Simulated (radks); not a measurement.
Results of a calculation; reference values are marked as such.
Coulomb parameter of the 5d shell of the iridium ion Ir+ in the model configuration [Xe] 4f14 5d6 6s1 6p1, as a second difference U = [E(n + 0.5) + E(n - 0.5) - 2 E(n)] / (0.5)^2 with all orbitals relaxed. "Bare": the charge of the atom changes with n. "Screened": the 6p shell takes up the change at fixed total charge, which measures U(5d,5d) + U(6p,6p) - 2 U(5d,6p). Level of theory: Dirac Kohn-Sham, LDA (Slater exchange, Perdew-Wang correlation), spin-unpolarised, spherical densities, point nucleus; open shells are shared between the two j in proportion to 2j + 1 (a radial shooting solver on a logarithmic mesh with Libxc functionals).

[
 {"case": "start", "configuration": "[Xe] 4f14 5d6 6s1 6p1", "E - E(n) (eV)": "0.000"},
 {"case": "bare +0.5", "configuration": "[Xe] 4f14 5d6.5 6s1 6p1", "E - E(n) (eV)": "-8.261"},
 {"case": "bare -0.5", "configuration": "[Xe] 4f14 5d5.5 6s1 6p1", "E - E(n) (eV)": "11.015"},
 {"case": "screened +0.5", "configuration": "[Xe] 4f14 5d6.5 6s1 6p0.5", "E - E(n) (eV)": "-4.848"},
 {"case": "screened -0.5", "configuration": "[Xe] 4f14 5d5.5 6s1 6p1.5", "E - E(n) (eV)": "5.421"}
]

U(bare) = 11.017 eV, U(screened by 6p) = 2.289 eV, against the Slater integral F0(5d,5d) = 15.126 eV with frozen orbitals.
